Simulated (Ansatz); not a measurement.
`CB[SiH](O)Cl`, charge 0, multiplicity 1.

**Question.** Give a relaxed structure at PBE0-D4/def2-TZVP (Ansatz). (Estimate.)

**Answer.** The calculation gave: 
```xyz
11

C     0.445   -0.187   -1.589
B    -0.364   -0.789   -0.410
Si   -0.492    0.088    1.392
O    -0.269    1.715    1.434
Cl    1.077   -0.888    2.354
H     0.915   -0.932   -2.235
H    -0.331    0.292   -2.212
H     1.166    0.595   -1.341
H    -0.931   -1.834   -0.571
H    -1.710   -0.133    2.203
H     0.493    2.073    0.974
```
This is one stationary point; other conformers may exist.
